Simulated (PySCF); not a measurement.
## Input and output

[Pm(HCN)]3+ (singlet in the valence; each metal's 4f electrons, 4 of them, lie in its core potential, out of spins and levels). PySCF 2.14.0, RKS TPSS, Pm lcecp-1-SVP with ECP50, N def2-SVP, C def2-SVP, H def2-SVP; non-relativistic Hamiltonian with scalar-relativistic core potentials where named; density fitting; no spin-orbit coupling. Purpose: level TPSS.

```python
mol = gto.M(atom='''
Pm    -0.00000    -0.00000    -0.29653
N     -0.00000     0.00000     1.98651
C     -0.00000     0.00000     3.15207
H     -0.00000     0.00000     4.26672''',
    basis={'Pm': 'lcecp-1-SVP', 'N': 'def2-SVP', 'C': 'def2-SVP', 'H': 'def2-SVP'},
    ecp={'Pm': 'lcecp-1-SVP'},
    charge=3, spin=0)
mf = dft.RKS(mol, xc='TPSS')
mf.grids.atom_grid = (75, 302)  # f atoms: unpruned, at least (60, 302)
mf = mf.density_fit()  # fitting sets: Pm AutoAux, N def2-universal-JKFIT, C def2-universal-JKFIT, H def2-universal-JKFIT
mf.conv_tol = 1e-08; mf.max_cycle = 55
mf.kernel(dm0)  # dm0: converged density of the relaxed state
mf.nuc_grad_method().kernel()
```

Run from Python with OMP_NUM_THREADS=2; the lines above give its settings. Where DIIS fails, smearing, a level shift and second-order steps follow.
It took 14 s on 2 threads of Intel(R) Xeon(R) Processor @ 2.50GHz (Skylake/Cascade Lake), on a shared host, from an already converged density.

Problem. Where do the frontier levels lie, over both spins?

Solution. HOMO -25.43 eV, LUMO -20.39 eV. The 4f levels lie in the core potential and are missing.

Problem. What does the SCF print?

Solution. 
```
init E= -126.206370913997
cycle= 1 E= -126.207158757376  delta_E= -0.000788  |g|= 0.0185  |ddm|= 0.118
cycle= 2 E= -126.206871482761  delta_E= 0.000287  |g|= 0.041  |ddm|= 0.0566
cycle= 3 E= -126.20724657444  delta_E= -0.000375  |g|= 0.0084  |ddm|= 0.0304
cycle= 4 E= -126.207262197511  delta_E= -1.56e-05  |g|= 0.00399  |ddm|= 0.0118
cycle= 5 E= -126.207267241176  delta_E= -5.04e-06  |g|= 0.000128  |ddm|= 0.00389
cycle= 6 E= -126.207267245587  delta_E= -4.41e-09  |g|= 2.85e-05  |ddm|= 0.000152
Extra cycle  E= -126.207267245517  delta_E= 6.96e-11  |g|= 3.16e-05  |ddm|= 7.14e-05
converged SCF energy = -126.207267245517
```

Problem. What are the Mulliken charges and spins?

Solution. 
```csv
atom,charge (e),spin (e)
Pm1,2.503,0.000
N2,-0.170,0.000
C3,0.363,0.000
H4,0.304,0.000
```
The spin of the 4f electrons in the core isn't counted.

Problem. What forces act on the atoms (eV/Å)?

Solution. 
```
Pm   0.00  0.00 -0.18
N    0.00  0.00 -0.98
C    0.00  0.00  1.11
H    0.00  0.00  0.05
```
Forces carry noise of the integration grid, about 0.01 to 0.03 eV/Å.

The geometry was relaxed with PBE0 (Pm lcecp-1-SVP with ECP50, N def2-SVP, C def2-SVP, H def2-SVP).

An lcecp potential fixes the number of 4f electrons, so in runs with it no electron can move into or out of that shell.
